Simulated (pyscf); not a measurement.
# HO–GeH₂–SnH₃, singlet

Gas-phase minimum from PySCF at ωB97X-D3(BJ)/def2-SVP, one conformer. 

SMILES: [GeH2]([OH])[SnH3]
```xyz
9

O     -1.4462    -1.0490     0.3178
Ge     0.1583    -0.3195    -0.0088
Sn    -0.0153     1.1736    -2.0996
H     -2.1329    -0.3881     0.4616
H      1.0780    -1.5281    -0.2200
H      0.6294     0.4800     1.2251
H      1.4301     2.0436    -2.3762
H     -1.2879     2.2977    -1.8857
H     -0.3623     0.2314    -3.4808
```

Bonded distances (Å): O1–Ge2 1.793, O1–H4 0.964, Ge2–Sn3 2.575, Ge2–H5 1.533, Ge2–H6 1.544, Sn3–H7 1.710, Sn3–H8 1.711, Sn3–H9 1.708. Angles (°): Ge2–O1–H4 112.7, O1–Ge2–Sn3 108.9, O1–Ge2–H5 104.0, O1–Ge2–H6 109.8, Sn3–Ge2–H5 112.7, Sn3–Ge2–H6 111.7, H5–Ge2–H6 109.6, Ge2–Sn3–H7 111.7, Ge2–Sn3–H8 109.2, Ge2–Sn3–H9 110.5, H7–Sn3–H8 108.3, H7–Sn3–H9 108.8, H8–Sn3–H9 108.2.

Properties at ωB97X-D3(BJ)/def2-SVP:

```
Property                                                                                                                                                                                                                          Result
---------------------------------------------------------------------------------------------------------------------  -----------------------------------------------------------------------------------------------------------------
Harmonic wavenumbers, unscaled                                                                                         70, 115, 201, 244, 321, 400, 491, 676, 688, 717, 754, 757, 801, 885, 926, 1957, 1964, 1971, 2147, 2203, 3910 cm⁻¹
Zero-point energy                                                                                                                                                                                                          31.7 kcal/mol
Rotational symmetry number                                                                                                                                                                                                             1
Entropy of this conformer at 298 K and 1 atm, rigid rotor and harmonic oscillator, modes under 100 cm⁻¹ raised to 100                                                                                                    355.2 J/(mol K)
Dipole moment                                                                                                                                                                                                                     1.34 D
```

Single-point totals, which compare only within one level:

```json
[
 {"level": "ωB97X-D3(BJ)/def2-TZVP", "total energy (hartree)": "-2370.23442"},
 {"level": "PBE/def2-TZVP", "total energy (hartree)": "-2369.75889"},
 {"level": "r²SCAN/def2-TZVP", "total energy (hartree)": "-2370.20317"},
 {"level": "B3LYP-D3(BJ)/def2-TZVP", "total energy (hartree)": "-2370.31010"},
 {"level": "PBE0-D3(BJ)/def2-TZVP", "total energy (hartree)": "-2369.83501"},
 {"level": "M06-2X/def2-TZVP", "total energy (hartree)": "-2370.06016"},
 {"level": "ωB97M-D3(BJ)/def2-TZVP", "total energy (hartree)": "-2370.24185"}
]
```

Soft torsions are taken as harmonic, which can shift the entropy by several J/(mol K). Elements up to Kr have no core potential and no relativistic terms here. Elements past Kr carry the def2 core potentials, without spin-orbit coupling.
